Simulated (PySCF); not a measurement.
Structure elucidation problem

An unknown has the formula C2H8B2. Its calculated NMR data are:

1H NMR (300 MHz, computed): δ 7.83 (br, 2H), 7.58 (br, 1H), 4.09 (t, J = 8.1 Hz, 2H), 1.26 (s, 3H).

13C{1H} NMR (computed): δ 65.9 (CH2), 20.7 (CH3).

All values are calculated (PySCF 2.14.0 with density-fitted response routines): J couplings at B3LYP/pcJ-1 (spin–dipole term only in couplings to heteroatoms), structure optimised with PBE0-D3(BJ)/def2-SVP, shieldings: GIAO PBE0/pcSseg-1. Equivalent nuclei averaged, relativity neglected, single conformer, in vacuum.

References, each an isolated molecule treated in the same way: TMS for 1H (σ = 31.27 ppm) and 13C (σ = 184.41 ppm).

**Question.** Propose a structure and justify it.

**Answer.** 
2 carbon signals for 2 carbons: no two carbons are equivalent. Carbon types of the structure: 1 × CH2, 1 × CH3, leaving 3 H on heteroatoms. δC 65.9: sp3 CH2 bonded to 2 B. δC 20.7: methyl carbon bonded to B. δH 7.83: hydrogen on a boron bonded to C. δH 7.58: hydrogen on a boron bonded to 2 C. δH 4.09: hydrogen on an sp3 CH2 bonded to 2 B. δH 1.26: hydrogen on a methyl carbon bonded to B. The protons at 7.58 and 1.26 share a coupling of 5.1 Hz (vicinal).

The compound is `BCBC`.

Hydrogens on boron are broadened and split by 11B (spin 3/2, 80 %) and 10B (spin 3). A carbon bonded to boron is broadened by the quadrupolar boron nucleus and is often missing from a measured spectrum. Multiplet labels drop couplings under 1 Hz and merge nearly equal ones. Shifts are as computed. Against solution values, carbons near 30 ppm lie about +2 ppm off and those near 130 ppm about +5 ppm. Of 1211 compounds with measured shifts, 218 miss one by over three times the rms of a fit or turn the order of signals round; such compounds aren't used in these exercises. 3J across rotatable bonds or in flexible rings reflects this conformer alone.
